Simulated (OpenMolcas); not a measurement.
**SiPH5O2 (SMILES O[SiH2]OP): the dipole moment, rung by rung**

SiPH5O2 has 9 atoms, charge 0, and is taken as a singlet. As SMILES, `O[SiH2]OP`. The shape is that of a PBE0-D4/def2-TZVP optimisation. This is one conformer, not always the lowest.

```xyz
9

O    -0.3079    1.1443   -1.6429
Si    0.8177    0.5620   -0.6064
O     0.3024   -0.7781    0.2018
P    -0.9422   -0.8349    1.2776
H    -0.9987    1.7069   -1.2906
H     1.1706    1.6053    0.3913
H     1.9645    0.1235   -1.4211
H    -0.3059   -1.5909    2.3026
H    -1.6120   -1.9843    0.7706
```

Quantity: the dipole moment, in D. The values are calculated.

```
                              level             kind     program  value (D)  CPU time
  BLYP/6-31G* (spherical functions)              GGA  OpenMolcas       1.44      51 s
   PBE/6-31G* (spherical functions)              GGA  OpenMolcas       1.38      53 s
  TPSS/6-31G* (spherical functions)         meta-GGA  OpenMolcas       1.44      69 s
r2SCAN/6-31G* (spherical functions)         meta-GGA  OpenMolcas       1.45      69 s
 B3LYP/6-31G* (spherical functions)    global hybrid  OpenMolcas       1.55      49 s
 BHLYP/6-31G* (spherical functions)    global hybrid  OpenMolcas       1.70      49 s
M06-2X/6-31G* (spherical functions)  hybrid meta-GGA  OpenMolcas       1.65      63 s
  PBE0/6-31G* (spherical functions)    global hybrid  OpenMolcas       1.52      48 s
```

The values span 1.38 to 1.70 D. Magnitudes only. Times are those of the runs behind each value, whatever else they computed, on shared processors of several kinds: orders of magnitude only.
